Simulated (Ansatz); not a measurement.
Consider the ligand exchange at the Si–C bond: `C=CC(=C)[SiH3]` + `OPS` → `OP([SiH3])S` + `C=CC=C`.

Isolated molecules relaxed with PBE0-D4/def2-TZVP in Ansatz; ΔE leaves out vibrations. CCSD(T)/CBS is the MP2 limit (def2-TZVPP, def2-QZVPP) plus CCSD(T) − MP2 in def2-TZVPP, frozen cores. Functionals use def2-TZVPP. Each species was taken in one conformer, which may not be the lowest.

Problem. Is it downhill or uphill in electronic energy at CCSD(T)/CBS, and by how much? (An estimate is asked.)

Solution. Computed: Downhill: ΔE = -12.2 kJ/mol.

Problem. What do these levels give: r2SCANh-D4, r2SCAN0-D4, LC-ωPBE, RPA@PBE/def2-TZVPP, SCS-MP2/def2-TZVPP, MP2/CBS(def2)? (An estimate is asked.)

Solution. The calculation gave: r2SCANh-D4 -18.9, r2SCAN0-D4 -17.9, LC-ωPBE -16.5, RPA@PBE/def2-TZVPP -5.9, SCS-MP2/def2-TZVPP -6.5, MP2/CBS(def2) -9.9 kJ/mol.

Largest T1 diagnostic among the species: 0.014.

At CCSD(T), def2-SVP lies +3.7 kJ/mol from the extrapolated value and def2-TZVPP +2.0 kJ/mol. From PBE to PBE0 (25 % exact exchange), in def2-TZVPP and without D4, ΔE moves by +3.4 kJ/mol.
